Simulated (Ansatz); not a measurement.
Ideal-gas functions of `C=[C](O)[AlH2]` at 600 K and 1 bar, from an Ansatz frequency run at PBE0-D4/def2-TZVP.

Molar mass 72.04 g/mol, point group Cs (symmetry number 1), electronic degeneracy 1, moments of inertia 50.646, 116.558, 167.204 u Å². Harmonic wavenumbers (cm⁻¹, unscaled): 159, 167, 294, 371, 411, 521, 613, 618, 764, 771, 898, 985, 1203, 1302, 1419, 1653, 1907, 1946, 3142, 3243, 3873.

Use S(trans) = R[1.5 ln M + 2.5 ln T − 1.1517]; rotational temperatures θ = 24.2544 K / I; S(rot) = R[ln(√π/σ · √(T³/θAθBθC)) + 1.5]; for each mode x = 1.438777 ν̃/T, S = R[x/(eˣ − 1) − ln(1 − e⁻ˣ)] and H = RT x/(eˣ − 1); 1 cm⁻¹ = 0.0119627 kJ/mol; R = 8.31446 J/(mol·K).

Q: By hand: the entropy, in J/(mol·K).

A: Translation 176.7. Rotation: θ = 0.4789, 0.2081, 0.1451 K, giving 114.6. Vibration, mode by mode: 16.38, 15.98, 11.39, 9.56, 8.76, 6.98, 5.82, 5.77, 4.35, 4.30, 3.38, 2.87, 1.90, 1.57, 1.26, 0.80, 0.48, 0.45, 0.04, 0.03, 0.01, in all 102.1. Electronic 0.0. Sum 393.4 J/(mol·K).

Q: By hand: H − E and G − E in kJ/mol, counted from the electronic energy.

A: Zero-point energy ½ × 26260 × 0.0119627 = 157.1; thermal vibration 33.6; translation, rotation and pV give 4 RT = 20.0. H − E = 210.7 kJ/mol, and G − E = 210.7 − 600 × 393.4/1000 = -25.3 kJ/mol.

Vibration gives 26 % of the entropy. The sum counts one conformer and one mirror image; others add a mixing term.
